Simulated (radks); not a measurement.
Q: Method: non-relativistic Kohn-Sham, LDA (Slater exchange, VWN5 correlation), spin-polarised, spherical densities, point nucleus; computed with a radial shooting solver on a logarithmic mesh with Libxc functionals. Response by self-consistent Sternheimer equations with the Hartree and adiabatic LDA kernel. Rank Cr6+, Sc3+, Ar, Fe8+, K+, V5+, Mn7+, Ti4+, Ca2+ (NIST ground configurations) by static dipole polarisability, largest first.

A: Ar 12.00, K+ 5.742, Ca2+ 3.350, Sc3+ 2.170, Ti4+ 1.503, V5+ 1.090, Cr6+ 0.8196, Mn7+ 0.6333, Fe8+ 0.5003 bohr^3.
